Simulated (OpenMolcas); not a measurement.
**d3 ions of charge +4 down a group on the Y site of Cs2NaYCl6**

```json
{"Program": "OpenMolcas", "Method": "CASSCF", "Spin-orbit coupling": "state interaction with AMFI integrals over the reference wave functions"}
```

The d shell is active. Each dopant is a cluster with its nearest anions in model potentials and point charges, with no relaxation and no local charge compensation. Distances were set from a Shannon-type radius of the metal (high-spin where two are listed) plus a fixed donor radius (Cl 1.76 Å), in hosts weighted 0.65 to 0.35 with the host's distance in the model lattice. Ligand basis ANO-RCC-VDZP, DKH2 Hamiltonian. States (labels of O, the rotations of Oh). Energies in cm-1 above the lowest state or level, χT in cm3 K/mol. Spin-only χT is S(S+1) / 2 for the spin of the ground state.

```json
{"Ion": "Tc4+", "Shell": "4d3", "R (Å)": "2.48", "Metal basis": "ANO-RCC-VTZP", "Ground state": "4A2", "First state of that spin": "4T2 20850", "First gap with spin-orbit (degeneracies)": "14185 (4, 4)", "χT at 300 K": "1.763", "First state of another spin": "2E 14297", "Spin-only χT": "1.875"}
{"Ion": "Re4+", "Shell": "5d3", "R (Å)": "2.47", "Metal basis": "ANO-RCC-VTZP", "Ground state": "4A2", "First state of that spin": "4T2 23798", "First gap with spin-orbit (degeneracies)": "12192 (4, 4)", "χT at 300 K": "1.403", "First state of another spin": "2E 13171", "Spin-only χT": "1.875"}
```

χT departs most from the spin-only value for Re4+, by -0.472 cm3 K/mol.

Without dynamic correlation the repulsion within the d shell is too large (B by tens of per cent), so at a given field states of lower spin stand too high. With metal d orbitals alone the field can be off either way by tens of per cent. Ligand-to-metal charge-transfer states are missing. With no ligand orbital active B as a rule stays too high, so bands that hang on it stand too high and its fall with covalency is understated. The least metal-like active orbital is 70 % on the metal (Löwdin) and no ligand orbital is active, so the numbers are rough (holds for Tc4+). The least metal-like active orbital is 71 % on the metal (Löwdin) and no ligand orbital is active, so the numbers are rough (holds for Re4+). No measured value stands beside these numbers; the geometry was set by hand and not optimised.
